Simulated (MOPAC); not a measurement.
MOPAC input (AM1):

```
AM1 FORCE THERMO(298,298) PRECISE LET UHF MS=0.5 GEO-OK AUX(PRECISION=9) THREADS=1
H3Cl2Si2

Si   -2.25189327 1   -0.14849447 1    0.05152563 1
Si    0.12979740 1    0.03443569 1   -0.28296206 1
Cl    1.24850919 1   -1.61459790 1   -0.06676591 1
Cl    1.03408430 1    1.74392653 1    0.24371888 1
H    -2.55770173 1   -0.29988561 1    1.47782782 1
H    -2.88749124 1    1.06745037 1   -0.46607150 1
H    -2.73520725 1   -1.31970061 1   -0.68679744 1
```

From the output:

```
     H    7   2.868859

          HEAT OF FORMATION =     -60.801394 KCALS/MOLE

          ZERO POINT ENERGY      16.362 KCAL/MOL

           NORMAL COORDINATE ANALYSIS (Total motion = 1 Angstrom)

   Root No.       1         2         3         4         5         6         7         8

                 1 A"      1 A'      2 A"      2 A'      3 A'      4 A'      3 A"      5 A'

                  23.1     104.5     105.2     141.8     334.8     381.6     391.4     489.1

           1    0.0000    0.0473   -0.0000   -0.1250    0.1672    0.0026   -0.0000   -0.1042
           2   -0.0018    0.0161    0.1025   -0.0048    0.0033   -0.0090    0.0362    0.0017
           3   -0.0006   -0.0534    0.0309    0.0159   -0.0109    0.0300    0.0109   -0.0058
           4    0.0000    0.0560    0.0000   -0.1139   -0.0488   -0.0016    0.0000    0.2446
           5   -0.0006   -0.0613   -0.0722   -0.0207    0.0145    0.0064    0.0002    0.0164
           6   -0.0002    0.2029   -0.0218    0.0686   -0.0480   -0.0212    0.0001   -0.0541
           7    0.0023   -0.0426   -0.0874    0.0999   -0.0544   -0.0004   -0.0098   -0.0494
           8   -0.0021    0.0053   -0.0209   -0.1335   -0.1009   -0.0042   -0.0100   -0.0869
           9    0.0109   -0.0573    0.0007   -0.0774   -0.0060    0.0007   -0.0002   -0.0011
          10   -0.0023   -0.0426    0.0874    0.0999   -0.0544   -0.0004    0.0098   -0.0494
          11    0.0043    0.0273   -0.0170    0.1540    0.0874    0.0031   -0.0084    0.0730
          12   -0.0102   -0.0506   -0.0122    0.0094    0.0509    0.0029   -0.0053    0.0472
          13    0.0000    0.2481   -0.0000   -0.1152    0.0855    0.4214    0.0000   -0.1973
          14   -0.3146    0.0381    0.1469   -0.0038   -0.0053    0.0373   -0.1301   -0.0086
          15   -0.0950   -0.1262    0.0443    0.0126    0.0175   -0.1233   -0.0393    0.0285
          16    0.0095   -0.0647   -0.1599   -0.1272    0.2215   -0.2128    0.3790   -0.1212
          17    0.0706    0.0375    0.1673   -0.0045   -0.0094    0.0301   -0.1130    0.0119
          18    0.3151   -0.1204    0.0713    0.0130    0.0208   -0.1249   -0.0531    0.0134
          19   -0.0095   -0.0647    0.1599   -0.1272    0.2215   -0.2128   -0.3790   -0.1212
          20    0.2332    0.0354    0.1788   -0.0035   -0.0037    0.0441   -0.1236   -0.0173
          21   -0.2234   -0.1210    0.0332    0.0134    0.0225   -0.1207   -0.0183    0.0046

   Root No.       9        10        11        12        13        14        15

                 4 A"      6 A'      7 A'      5 A"      8 A'      6 A"      9 A'

                 507.9     693.1     793.3     793.5    2227.5    2228.2    2230.5

           1    0.0000   -0.0350   -0.0004    0.0000   -0.0005    0.0000   -0.0102
           2   -0.0107   -0.0002    0.0060   -0.0191    0.0069   -0.0259   -0.0001
           3   -0.0032    0.0006   -0.0198   -0.0058   -0.0228   -0.0078    0.0002
           4   -0.0000    0.0042   -0.0004    0.0000   -0.0000    0.0000   -0.0002
           5    0.3050    0.0000    0.0002   -0.0012    0.0000   -0.0001   -0.0000
           6    0.0921   -0.0001   -0.0008   -0.0004   -0.0001   -0.0000    0.0001
           7   -0.0708   -0.0007    0.0001   -0.0001    0.0000   -0.0000   -0.0000
           8   -0.1299   -0.0008    0.0000    0.0001    0.0000   -0.0000   -0.0000
           9    0.0001   -0.0001    0.0000    0.0000    0.0000    0.0000   -0.0000
          10    0.0708   -0.0007    0.0001    0.0001    0.0000    0.0000   -0.0000
          11   -0.1082    0.0007   -0.0000    0.0001   -0.0000   -0.0000    0.0000
          12   -0.0719    0.0003    0.0000    0.0001   -0.0000   -0.0000   -0.0000
          13   -0.0000    0.3002    0.1585   -0.0000    0.1687    0.0000    0.1044
          14    0.0687    0.0322    0.0182    0.4271   -0.1323   -0.0168   -0.0904
          15    0.0207   -0.1066   -0.0602    0.1290    0.4382   -0.0051    0.2992
          16   -0.1408    0.3030   -0.0715    0.1404   -0.0766    0.1493    0.0939
          17    0.0477   -0.0993    0.1176    0.0029   -0.2281    0.4391    0.3076
          18    0.0280    0.0159    0.3797    0.2261    0.0409   -0.1143   -0.0736
          19    0.1408    0.3030   -0.0714   -0.1404   -0.0766   -0.1494    0.0940
          20    0.0552    0.0739   -0.3081    0.1275    0.1673    0.3024   -0.2155
          21    0.0031    0.0682    0.2511   -0.1867    0.1603    0.3382   -0.2315

           MASS-WEIGHTED COORDINATE ANALYSIS (NORMAL COORDINATES)

   Root No.       1         2         3         4         5         6         7         8

                 1 A"      1 A'      2 A"      2 A'      3 A'      4 A'      3 A"      5 A'

                  23.1     104.5     105.2     141.8     334.8     381.6     391.4     489.1

           1    0.0000    0.1781   -0.0000   -0.3593    0.6316    0.0232   -0.0000   -0.3267
           2   -0.0169    0.0607    0.4964   -0.0138    0.0124   -0.0796    0.3059    0.0054
           3   -0.0051   -0.2011    0.1499    0.0456   -0.0411    0.2635    0.0924   -0.0181
           4    0.0000    0.2108    0.0000   -0.3275   -0.1843   -0.0140    0.0000    0.7672
           5   -0.0058   -0.2305   -0.3498   -0.0596    0.0547    0.0562    0.0017    0.0513
           6   -0.0018    0.7634   -0.1056    0.1973   -0.1812   -0.1862    0.0005   -0.1698
           7    0.0243   -0.1802   -0.4758    0.3227   -0.2309   -0.0035   -0.0932   -0.1740
           8   -0.0213    0.0225   -0.1141   -0.4312   -0.4283   -0.0416   -0.0947   -0.3063
           9    0.1130   -0.2421    0.0040   -0.2501   -0.0254    0.0065   -0.0023   -0.0038
          10   -0.0243   -0.1802    0.4758    0.3226   -0.2309   -0.0035    0.0932   -0.1740
          11    0.0448    0.1152   -0.0927    0.4976    0.3708    0.0311   -0.0802    0.2572
          12   -0.1059   -0.2141   -0.0664    0.0304    0.2159    0.0284   -0.0505    0.1664
          13    0.0000    0.1769   -0.0000   -0.0627    0.0612    0.7020    0.0000   -0.1172
          14   -0.5511    0.0272    0.1348   -0.0021   -0.0038    0.0621   -0.2082   -0.0051
          15   -0.1664   -0.0900    0.0407    0.0069    0.0125   -0.2055   -0.0629    0.0170
          16    0.0166   -0.0461   -0.1468   -0.0693    0.1585   -0.3546    0.6064   -0.0720
          17    0.1237    0.0268    0.1536   -0.0025   -0.0067    0.0501   -0.1808    0.0070
          18    0.5520   -0.0858    0.0654    0.0071    0.0149   -0.2082   -0.0850    0.0080
          19   -0.0166   -0.0461    0.1468   -0.0693    0.1585   -0.3546   -0.6064   -0.0720
          20    0.4085    0.0252    0.1642   -0.0019   -0.0027    0.0734   -0.1977   -0.0103
          21   -0.3913   -0.0863    0.0305    0.0073    0.0161   -0.2011   -0.0293    0.0027

   Root No.       9        10        11        12        13        14        15

                 4 A"      6 A'      7 A'      5 A"      8 A'      6 A"      9 A'

                 507.9     693.1     793.3     793.5    2227.5    2228.2    2230.5

           1    0.0000   -0.3163   -0.0038    0.0000   -0.0047    0.0000   -0.0943
           2   -0.0267   -0.0017    0.0520   -0.1701    0.0596   -0.1977   -0.0005
           3   -0.0081    0.0055   -0.1721   -0.0514   -0.1973   -0.0597    0.0016
           4   -0.0000    0.0384   -0.0035    0.0000   -0.0004    0.0000   -0.0015
           5    0.7656    0.0002    0.0020   -0.0104    0.0003   -0.0007   -0.0002
           6    0.2312   -0.0007   -0.0067   -0.0031   -0.0010   -0.0002    0.0007
           7   -0.1996   -0.0072    0.0010   -0.0007    0.0001   -0.0002   -0.0003
           8   -0.3664   -0.0082    0.0001    0.0012    0.0001   -0.0002   -0.0002
           9    0.0002   -0.0012    0.0003    0.0000    0.0000    0.0000   -0.0002
          10    0.1997   -0.0072    0.0010    0.0007    0.0001    0.0002   -0.0003
          11   -0.3050    0.0075   -0.0003    0.0010   -0.0001   -0.0001    0.0003
          12   -0.2029    0.0035    0.0002    0.0006   -0.0000   -0.0001   -0.0001
          13   -0.0000    0.5140    0.2616   -0.0000    0.2763    0.0000    0.1820
          14    0.0327    0.0551    0.0300    0.7200   -0.2166   -0.0243   -0.1574
          15    0.0099   -0.1825   -0.0994    0.2174    0.7175   -0.0073    0.5215
          16   -0.0670    0.5188   -0.1179    0.2367   -0.1254    0.2162    0.1637
          17    0.0227   -0.1700    0.1941    0.0048   -0.3735    0.6358    0.5361
          18    0.0133    0.0272    0.6266    0.3812    0.0669   -0.1655   -0.1282
          19    0.0670    0.5188   -0.1179   -0.2367   -0.1254   -0.2163    0.1637
          20    0.0263    0.1266   -0.5085    0.2150    0.2740    0.4379   -0.3755
          21    0.0015    0.1168    0.4144   -0.3148    0.2625    0.4897   -0.4035

          DESCRIPTION OF VIBRATIONS

 VIBRATION          1    1A"         ATOM PAIR     ENERGY CONTRIBUTION    RADIAL
 FREQUENCY            23.07         Si1 -- H 5         +33.7% (999.0%)      0.0%
 TRANSITION DIPOLE   0.0005         Si1 -- H 6         +33.2% (999.0%)      0.0%
 TRAVEL (Ang.)       0.0000         Si1 -- H 7         +33.2% (999.0%)      0.0%
 REDUCED MASS        0.3310
 EFFECTIVE MASS      4.3152
 FORCE CONSTANT      0.0001

 VIBRATION          2    1A'         ATOM PAIR     ENERGY CONTRIBUTION    RADIAL
 FREQUENCY           104.50         Si1 -- Si2         +24.6% (152.3%)      0.1%
 TRANSITION DIPOLE   0.6581         Si1 -- H 5         +19.6% (136.0%)     87.2%
 TRAVEL (Ang.)       0.2165         Si1 -- H 6         +14.4% (116.6%)     25.2%
 REDUCED MASS       13.7601         Si1 -- H 7         +14.4% (116.6%)     25.2%
 EFFECTIVE MASS     57.8994         Si2 -- Cl3         +13.4% (112.6%)      0.1%
 FORCE CONSTANT      0.0885         Si2 -- Cl4         +13.4% (112.6%)      0.1%

 VIBRATION          3    2A"         ATOM PAIR     ENERGY CONTRIBUTION    RADIAL
 FREQUENCY           105.19         Si1 -- Si2         +32.2% (288.0%)      0.0%
 TRANSITION DIPOLE   0.2618         Si1 -- H 5         +22.7% (241.8%)      0.0%
 TRAVEL (Ang.)       0.3116         Si1 -- H 7         +17.4% (212.1%)     80.9%
 REDUCED MASS        6.6022         Si1 -- H 6         +17.4% (212.1%)     80.9%
 EFFECTIVE MASS    149.9831
 FORCE CONSTANT      0.0430

 VIBRATION          4    2A'         ATOM PAIR     ENERGY CONTRIBUTION    RADIAL
 FREQUENCY           141.82         Si1 -- Si2         +20.6% (111.1%)      3.9%
```
